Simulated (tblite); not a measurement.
Start geometry of `C(#C[Si]1([SiH2]O[SiH2]1)C(F)=C)C` from a force field or distance geometry (Å):
```
atom  x, y, z in Å
C1    -1.5054   -2.4235   -0.2207
C2    -1.6831   -1.2936   -0.9023
F3    -2.5615   -1.2290   -1.9063
Si4   -0.6741    0.1731   -0.4327
C5     1.0591   -0.1892   -0.0051
C6     2.2072   -0.4230    0.2371
C7     3.6177   -0.7037    0.5379
Si8   -1.6418    1.7007    0.8306
O9    -1.5225    2.8924   -0.4165
Si10  -0.9487    1.9498   -1.7265
H11   -0.7918   -2.4664    0.5984
H12   -2.1084   -3.2882   -0.4916
H13    4.1346    0.2289    0.8607
H14    3.7370   -1.4601    1.3228
H15    4.1544   -1.0257   -0.3887
H16   -3.0784    1.4983    1.1185
H17   -0.8737    1.9996    2.0234
H18    0.3789    2.4001   -2.2191
H19   -1.9094    1.6689   -2.7819
```

Problem. What comes out of this run: GFN2-xTB geometry optimisation, gas phase in tblite?

Solution. 
```
atom  x, y, z in Å
C1    -1.0926   -2.6328   -0.5057
C2    -1.5741   -1.4084   -0.6278
F3    -2.8872   -1.2574   -0.9656
Si4   -0.6687    0.2458   -0.3795
C5     1.0571   -0.2660    0.0502
C6     2.1946   -0.5593    0.3277
C7     3.5508   -0.9351    0.6569
Si8   -1.7351    1.9553    0.8460
O9    -1.6576    2.8117   -0.5774
Si10  -1.0278    2.0178   -1.8948
H11   -0.0615   -2.7666   -0.2402
H12   -1.6950   -3.5127   -0.6611
H13    4.1016   -0.0671    1.0183
H14    3.5480   -1.7005    1.4329
H15    4.0520   -1.3300   -0.2268
H16   -3.1463    1.8756    1.2156
H17   -0.9869    2.7379    1.8268
H18    0.1017    2.8237   -2.3534
H19   -2.0827    1.9772   -2.9040
```

The energy falls by 104.2 kJ/mol over 123 L-BFGS steps, the largest force on an atom goes from 2.51 to 0.007 eV/Å, and the atoms move by 0.500 Å rms after alignment. The bond that changes most is Si4–Si8 (four-coordinate silicon to oxygen-bound silicon), which lengthens by 0.152 Å. Bonds longer at the end by more than 0.005 Å: 8 of 19; shorter: 11. Among the angles that change most is Si8–O9–Si10, from 101.3° to 116.8°. Among the dihedrals that turn most is F3–C2–Si4–C5, from -140° to 180°. Rotational constants go from 894.6, 655.5, 476.2 to 910.5, 603.7, 448.1 MHz. The orientation of the end geometry is arbitrary; only internal coordinates are fixed.

Time: 2.5 s. Hardware: one thread of an Arm Neoverse N1 (shared host).

Its GFN2-xTB frequencies are all real (lowest 17 cm⁻¹). One conformer, not necessarily the lowest. 3 starts were optimised and ended at 0.00, 0.02 and 0.03 kcal/mol (GFN2-xTB); the lowest of these is shown.

The numbers are calculated, not measured.
